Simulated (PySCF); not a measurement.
PySCF input for CHCl2, SMILES Cl[CH]Cl (connectivity only; charge and spin as stated), charge +1, multiplicity 1, SMD-M06-2X/def2-SVP. The structure is a stationary point at r2SCAN-D4/def2-TZVP. The spin state was assumed, not searched. The isomer is the one that the SMILES or the coordinates give; other isomers of the formula were not compared.

```python
import numpy as np
from pyscf import gto, scf, dft
from pyscf.solvent import smd

mol = gto.M(
    atom='''
    Cl    0.00000000   -1.43257717    0.15691694
    C     0.00000000    0.00000000   -0.60623946
    Cl    0.00000000    1.43257717    0.15691694
    H     0.00000000   -0.00000000   -1.69773926
    ''',
    basis='def2-SVP',
    charge=1,
    spin=0,
    max_memory=1600,
    verbose=3,
)
mf = dft.RKS(mol, xc='m06-2x').density_fit(auxbasis='def2-universal-jkfit')
mf.grids.level = 4
mf.conv_tol = 1e-9
mf.max_cycle = 100
mf.kernel()
res = {}
for name in ['water', 'benzene', 'methanol']:
    s = mf.SMD()
    s.with_solvent.solvent, s.with_solvent.sasa_ng = name, 302
    s.kernel(mf.make_rdm1())
    res[name] = (s.e_tot, s.with_solvent.get_cds(), s.dip_moment(), s.mo_energy, s.converged)
    print(f'SMD {name}: dG(solv) = {(s.e_tot - mf.e_tot) * 627.509474:.3f} kcal/mol, of which CDS {res[name][1] * 627.509474:.3f}')
```

Output:

```
converged SCF energy = -958.366099023364
converged SCF energy = -958.461244229438

WARN: System has nonzero charge 1; the dipole moment is origin-dependent.
Location of origin: [0. 0. 0.]

Dipole moment(X, Y, Z, Debye): -0.00000,  0.00000, -2.24121
SMD water: dG(solv) = -59.705 kcal/mol, of which CDS 2.370
converged SCF energy = -958.4226747706

WARN: System has nonzero charge 1; the dipole moment is origin-dependent.
Location of origin: [0. 0. 0.]

Dipole moment(X, Y, Z, Debye): -0.00000, -0.00000, -1.88954
SMD benzene: dG(solv) = -35.502 kcal/mol, of which CDS -1.308
converged SCF energy = -958.4639628785

WARN: System has nonzero charge 1; the dipole moment is origin-dependent.
Location of origin: [0. 0. 0.]

Dipole moment(X, Y, Z, Debye): -0.00000, -0.00000, -2.22164
SMD methanol: dG(solv) = -61.410 kcal/mol, of which CDS -0.557
```

Self-consistency was reached.
